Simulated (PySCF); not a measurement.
A structure optimised at PBE0-D3(BJ)/def2-TZVP, used in a PySCF frequency run:

```
Se
F 1 1.7662
S 1 2.1322 2 101.79
H 3 1.3489 1 99.30 2 87.51
```
Charge 0, spin multiplicity 1.

Write its SMILES and formula.

F[Se]S, FHSSe

What are its rotational constants (standard atomic weights)?

12.322, 3.7810, 2.9512 GHz
